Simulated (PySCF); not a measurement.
Stepwise substitution at one centre (Ga OH-NH2). Gas-phase values, no solvent. One relaxed conformer stands for each flexible species; it need not be the lowest. Strings in code marks are SMILES.

Quantity: vertical ionisation energy (energy after one electron is removed minus that of the parent at the parent's geometry), in eV.

Case: `[OH][Ga]([OH])[OH]`. Geometry of `[OH][Ga]([OH])[OH]` (neutral, multiplicity 1, Å):

```xyz
7

O      1.6785    -0.5605     0.2299
Ga     0.0001     0.0000    -0.0006
O     -1.3151    -1.1866    -0.2168
O     -0.3634     1.7471    -0.0130
H      2.3093     0.1589     0.3375
H     -1.0120    -2.1001    -0.1935
H     -1.2974     1.9412    -0.1435
```

Task: Give the vertical ionisation energy (energy after one electron is removed minus that of the parent at the parent's geometry) at the level B3LYP/6-31G* // B3LYP-D3(BJ)/def2-TZVP (PySCF).

Result: 10.95 eV.
